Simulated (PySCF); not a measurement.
C2H2F2. Atoms are numbered in the order given.

```xyz
6

F      0.1268    -1.7698     0.0000
C     -0.3959    -0.5364     0.0000
C      0.3959     0.5364     0.0000
F     -0.1268     1.7698     0.0000
H     -1.4875    -0.5009     0.0000
H      1.4875     0.5009     0.0000
```

Geometry optimised at TPSSh-D3(BJ)/def2-SVP.

These are PBE0/def2-TZVPD in PySCF values and carry that method's errors.

The molecule is in vacuum.

- total energy: -276.88855 hartree
- point group: C2h
- highest occupied level: -7.59 eV
- lowest empty level: 0.02 eV
- orbital gap: 7.61 eV
- dipole moment: 0.00 D
- quadrupole, principal values (traceless, Buckingham form, about the centre of nuclear charge): -6.13, -0.24, 6.37 D·Å
- mean static polarisability: 28.4 bohr³ (4.21 Å³)
- polarisability, principal values: 21.3, 27.0, 36.8 bohr³
